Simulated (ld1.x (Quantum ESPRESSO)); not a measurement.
# Configuration tests for technetium (Tc) (TM)

* Element: Tc
* Generator: ld1.x (Quantum ESPRESSO) 7.5
* Type: norm-conserving Troullier–Martins (Kleinman–Bylander form)
* Functional: PBE
* Relativity: scalar-relativistic
* Frozen core: [Kr]
* Valence charge: 7
* Reference configuration: 4d5 5s2 5p0
* Partial waves: 5s (bound): rc 2.30 bohr; 4d (bound): rc 2.30 bohr; 5p (bound, empty): rc 4.18 bohr
* Local potential: the p channel
* Core correction: a·sin(br)/r model core, default radius (core density twice the valence density)

Energies are relative to the spin-unpolarised reference configuration 4d5 5s2 5p0; without spin polarisation the order of configurations can differ from experiment.

```csv
valence configuration,charge,ΔE all-electron (eV),error AE − PS (meV)
4d5 5s1 5p0,+1,8.153,+0.9
4d5 5s0 5p0,+2,23.004,-57
4d5 5s0 5p1,+1,12.735,+0.1
4d4 5s2 5p0,+1,11.642,+47
4d6 5s0 5p0,+1,6.165,-182
```

Q: What are ΔE and the potential's error for 4d5 5s0 5p2?

A: ΔE = 7.711 eV all-electron; the error (AE − PS) is +2.5 meV.

Q: What are ΔE and the potential's error for 4d4 5s0 5p0?

A: ΔE = 51.710 eV all-electron; the error (AE − PS) is -362 meV.

Levels in the configuration 4d5 5s0 5p1:

| level | all-electron (eV) | pseudo (eV) |
| --- | --- | --- |
| 4d | -15.270 | -15.261 |
| 5p | -7.522 | -7.536 |
